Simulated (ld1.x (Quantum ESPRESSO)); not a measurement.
Scattering properties, ultrasoft potential for Dy

| Quantity | Value |
| --- | --- |
| Element | Dy (Z = 66) |
| Generator | ld1.x (Quantum ESPRESSO) 7.5 |
| Type | ultrasoft |
| Functional | PBE |
| Relativity | scalar-relativistic |
| Frozen core | [Kr] 4d10 4f9 |
| Valence charge | 11 |
| Reference configuration | 5s2 5p6 5d1 6s1.5 6p0 (charge +0.5) |
| Partial waves | 5s (bound): rcut 1.65, rcutus 1.75 bohr; 6s (bound): rcut 1.65, rcutus 1.75 bohr; 5p (bound): rcut 2.20, rcutus 2.50 bohr; 6p (bound, empty): rcut 2.20, rcutus 2.50 bohr; 5d (bound): rcut 3.25, rcutus 3.50 bohr; 5d channel at 0.3 Ry: rcut 3.25, rcutus 3.50 bohr |
| Local potential | all-electron potential smoothed inside 2.65 bohr (lloc = -1) |
| Core correction | none |
| Augmentation charge | PSQ, inside the norm-conserving radii |

The phase is arctan(r·u′/u) with u = r·R(r), unwrapped; energies in Ry, scanned from -6 to 5 Ry. A pole is an energy at which the radial function vanishes at the test radius. The pseudo phase is shifted by a multiple of π to meet the all-electron one at the reference energy, and phase errors are pseudo minus all-electron; the curves can meet again beyond the range given. Levels narrower than the energy grid can be missing from the lists of poles.

```csv
channel,radius (bohr),reference energy (Ry),"poles, all-electron","poles, pseudo",unbroken range about the reference energy with phases within 0.05 rad,phase error 1 Ry above the reference energy (rad)
s,3.78,-0.50,"0.35, 4.62","0.35, 4.32",below 1.8,-0.001
p,3.78,-0.26,"-2.30, 1.18","-2.30, 1.14, 4.02",below 2.0,-0.004
d,3.78,-0.38,"-0.14, 2.75","-0.15, 1.41",below 0.7,-0.022
```

Phases in the d channel:

```
E (Ry)  all-electron  pseudo
 -6.00         1.460   1.458
 -5.74         1.458   1.455
 -5.48         1.455   1.452
 -5.22         1.452   1.449
 -4.96         1.448   1.445
 -4.70         1.445   1.442
 -4.44         1.441   1.438
 -4.18         1.437   1.433
 -3.92         1.432   1.428
 -3.66         1.427   1.422
 -3.40         1.421   1.416
 -3.14         1.414   1.409
 -2.88         1.406   1.401
 -2.62         1.397   1.391
 -2.36         1.386   1.380
 -2.10         1.373   1.366
 -1.84         1.355   1.349
 -1.58         1.333   1.326
 -1.32         1.300   1.293
 -1.06         1.246   1.238
 -0.80         1.129   1.120
 -0.54         0.563   0.553
 -0.28        -1.370  -1.371
 -0.02        -1.665  -1.667
  0.24        -1.796  -1.796
  0.50        -1.937  -1.942
  0.76        -2.204  -2.309
  1.02        -2.970  -3.937
  1.28        -3.999  -4.602
  1.54        -4.370  -4.795
  1.80        -4.519  -4.932
  2.06        -4.599  -5.094
  2.32        -4.652  -5.370
  2.58        -4.691  -5.946
  2.84        -4.723  -6.746
  3.10        -4.753  -7.205
  3.36        -4.784  -7.417
  3.62        -4.817  -7.531
  3.88        -4.860  -7.601
  4.14        -4.923  -7.649
  4.40        -5.032  -7.684
  4.66        -5.295  -7.711
  4.92        -6.221  -7.732
```
